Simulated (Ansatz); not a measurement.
SiHClBr2, SMILES Cl[SiH](Br)Br.

Geometry optimised at B3LYP-D3(BJ)/def2-SVP.

Two levels are set side by side: PBE/def2-SVPD (Ansatz, a program for electronic structure) and CAM-B3LYP/def2-SVPD (Ansatz). Energy differences of separate SCF runs at the same geometry; the states with an electron removed or added have multiplicity 2 and 2. Differences are taken from unrounded values.

```json
[
 {"quantity": "vertical ionisation energy (eV)", "CAM-B3LYP": "11.03", "PBE": "10.29", "PBE minus CAM-B3LYP": "-0.74"},
 {"quantity": "vertical singlet–triplet gap (eV)", "CAM-B3LYP": "6.15", "PBE": "5.39", "PBE minus CAM-B3LYP": "-0.76"}
]
```
